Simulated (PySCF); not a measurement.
A structure optimised at PBE0-D3(BJ)/def2-SVP, used in a PySCF frequency run:

```xyz
7

Mo     0.0000     0.0000    -0.1707
Cl     1.9294     1.1139     0.2308
Cl     0.0000    -2.2279     0.2308
Cl    -1.9294     1.1139     0.2308
H     -0.7716    -0.4455    -1.5347
H      0.7716    -0.4455    -1.5347
H      0.0000     0.8910    -1.5347
```
Charge 0, spin multiplicity 1.

Write its SMILES, formula and point group.

[Cl][MoH3]([Cl])[Cl], Cl3H3Mo, C3v

What are its rotational constants (standard atomic weights)?

1.8007, 1.8007, 0.95309 GHz
